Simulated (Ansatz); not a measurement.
Sn27BH40. The state is a doublet with charge 0. Geometry PBE-D4/def2-SVP.

Cartesian coordinates in Å:
```
Sn -4.648 -6.072 1.073
Sn -1.065 -6.388 4.054
Sn -2.755 -2.402 2.814
Sn -2.378 -1.370 -0.705
Sn 0.708 -1.899 1.915
Sn -0.519 -4.385 0.069
Sn -0.729 2.330 1.120
Sn 0.018 3.928 -3.018
Sn 3.541 3.504 -0.004
Sn 1.709 -0.194 -2.085
Sn 1.807 7.625 -1.011
Sn 4.241 5.253 -4.175
Sn -5.252 -3.534 2.123
Sn -3.108 1.244 0.091
Sn -0.581 6.462 -1.948
Sn -1.770 -3.840 5.033
Sn 0.341 0.669 3.120
Sn 2.911 6.041 1.042
Sn -3.388 -7.643 3.050
Sn -2.794 -5.735 -1.017
Sn 0.729 -6.152 1.891
B -1.369 -2.444 1.019
Sn -0.756 -1.197 -3.009
Sn 2.797 -1.728 0.013
Sn 1.161 2.350 -0.978
Sn 1.865 4.084 -5.137
Sn 5.366 3.658 -2.143
Sn 3.655 7.805 -3.132
H -6.047 -6.887 0.429
H -0.402 -7.416 5.296
H -3.054 -0.747 3.286
H -3.856 -2.205 -1.115
H 1.107 -3.035 3.182
H 0.553 -3.976 -1.250
H -0.894 3.948 1.748
H -1.443 3.138 -3.549
H 4.166 2.472 1.255
H 2.868 0.083 -3.359
H 1.484 9.226 -0.400
H 5.383 5.423 -5.482
H -6.272 -3.718 3.518
H -6.117 -2.573 0.965
H -4.395 1.250 1.257
H -3.614 2.211 -1.261
H -1.710 6.280 -0.639
H -1.325 7.492 -3.134
H -2.987 -4.021 6.262
H -0.401 -3.075 5.778
H -0.614 0.482 4.558
H 1.934 1.183 3.604
H 1.768 5.854 2.338
H 4.320 6.815 1.703
H -4.528 -7.919 4.334
H -2.993 -9.193 2.370
H -2.178 -7.251 -1.614
H -3.385 -4.835 -2.379
H 0.921 -7.701 1.121
H 2.307 -5.619 2.375
H -0.566 -2.722 -3.817
H -1.404 -0.074 -4.167
H 3.396 -3.282 -0.474
H 4.126 -0.854 0.719
H 2.183 2.486 -5.740
H 1.236 5.021 -6.459
H 5.685 2.058 -2.740
H 6.884 4.331 -1.629
H 3.010 8.817 -4.389
H 5.115 8.563 -2.571
```

In the def2 sets Sn takes a core potential; there is no spin–orbit coupling. Single mean-field runs in def2-SVP, def2-mTZVP are fitted with def2-universal-jkfit.

Q: Estimate the α-spin orbital energies around the gap (eV) in Ansatz with PBE-D4/def2-SVP, r2SCAN-D4/def2-SVP, r2SCAN-D4/def2-mTZVP, B97M-V/def2-SVP, PBE0-D4/def2-SVP.

A: 
| orbital | PBE-D4/def2-SVP | r2SCAN-D4/def2-SVP | r2SCAN-D4/def2-mTZVP | B97M-V/def2-SVP | PBE0-D4/def2-SVP |
| --- | --- | --- | --- | --- | --- |
| HOMO−9 | -6.21 | -6.46 | -6.53 | -6.52 | -7.10 |
| HOMO−8 | -6.17 | -6.42 | -6.49 | -6.47 | -7.06 |
| HOMO−7 | -6.13 | -6.38 | -6.44 | -6.41 | -7.00 |
| HOMO−6 | -5.92 | -6.15 | -6.22 | -6.22 | -6.77 |
| HOMO−5 | -5.90 | -6.13 | -6.20 | -6.19 | -6.74 |
| HOMO−4 | -5.86 | -6.11 | -6.17 | -6.15 | -6.70 |
| HOMO−3 | -5.81 | -6.04 | -6.11 | -6.12 | -6.66 |
| HOMO−2 | -5.79 | -6.02 | -6.08 | -6.09 | -6.63 |
| HOMO−1 | -5.71 | -5.94 | -6.01 | -6.02 | -6.56 |
| HOMO | -5.46 | -5.75 | -5.81 | -5.76 | -6.35 |
| LUMO | -2.72 | -2.59 | -2.68 | -2.53 | -2.05 |
| LUMO+1 | -2.44 | -2.32 | -2.41 | -2.32 | -1.78 |
| LUMO+2 | -2.41 | -2.27 | -2.37 | -2.29 | -1.72 |
| LUMO+3 | -2.37 | -2.25 | -2.34 | -2.25 | -1.69 |
| LUMO+4 | -2.34 | -2.19 | -2.29 | -2.18 | -1.60 |
| LUMO+5 | -2.24 | -2.12 | -2.22 | -2.12 | -1.57 |
| β HOMO | -5.65 | -5.87 | -5.93 | -5.94 | -6.46 |
| β LUMO | -5.06 | -5.02 | -5.08 | -5.17 | -4.63 |
